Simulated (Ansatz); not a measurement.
`N[SiH](F)CCl` + `C/N=C/O` → `N[SiH](F)/N=C/O` + `CCCl`  (formal exchange of groups at the Si–C bond)

Program: Ansatz. Geometries: PBE0-D4/def2-TZVP. ΔE: electronic, gas phase. CCSD(T)/CBS is the MP2 limit (def2-TZVPP, def2-QZVPP) plus CCSD(T) − MP2 in def2-TZVPP, frozen cores. Double bonds are as drawn, so ΔE can hold a change between cis and trans. DFT in def2-TZVPP. One conformer a species, not always the lowest.

`N[SiH](F)CCl`:

Cartesian coordinates in Å:
```
N -0.402 1.550 -0.285
Si 0.665 0.252 -0.115
F 1.738 0.443 1.066
C -0.259 -1.302 0.373
Cl -1.339 -1.825 -0.947
H -1.181 1.720 0.327
H -0.214 2.327 -0.893
H 1.432 0.104 -1.369
H 0.431 -2.120 0.580
H -0.871 -1.149 1.264
```

`C/N=C/O`:

Z-matrix (Å, degrees):
```
C
N 1 1.439
H 1 1.093 2 109.7
H 1 1.099 2 113.7 3 121.4
H 1 1.093 2 109.7 3 -117.1
C 2 1.254 1 118.2 3 -121.4
O 6 1.339 2 122.8 1 180.0
H 6 1.094 2 125.9 1 0.0
H 7 0.968 6 106.5 2 0.0
```

`N[SiH](F)/N=C/O`:

```xyz
11

N    -1.734   -1.197   -0.265
Si   -0.536   -0.186   -0.899
F    -1.048    1.319   -1.158
N     0.765   -0.147    0.215
C     1.274    0.896    0.695
O     2.305    0.881    1.541
H    -1.878   -1.290    0.726
H    -2.537   -1.483   -0.799
H    -0.117   -0.671   -2.229
H     0.963    1.927    0.501
H     2.543   -0.049    1.672
```

`CCCl`:

Z-matrix (Å, degrees):
```
C
C 1 1.507
H 1 1.091 2 111.0
H 1 1.094 2 109.6 3 119.7
H 1 1.091 2 111.0 3 -120.6
Cl 2 1.788 1 111.4 3 60.3
H 2 1.089 1 111.9 3 179.1
H 2 1.089 1 111.9 3 -58.5
```

```csv
species,PBE energy (Eh)
`N[SiH](F)CCl`,-945.06292
`C/N=C/O`,-209.02230
`N[SiH](F)/N=C/O`,-614.95673
`CCCl`,-539.16549
```

(1) Work out ΔE.

Largest T1 diagnostic among the species: 0.013.

## Answers

(1) ΔE = (-614.95673) + (-539.16549) − (-945.06292) − (-209.02230) = -0.03700 Eh = -1.01 eV. CCSD(T)/CBS gives -1.10 eV.

From PBE to PBE0 (25 % exact exchange), in def2-TZVPP and without D4, ΔE moves by −0.05 eV. In def2-TZVPP, CCSD(T) changes the Hartree–Fock value by +0.12 eV (the triples alone add +0.01 eV) and MP2 by +0.07 eV.
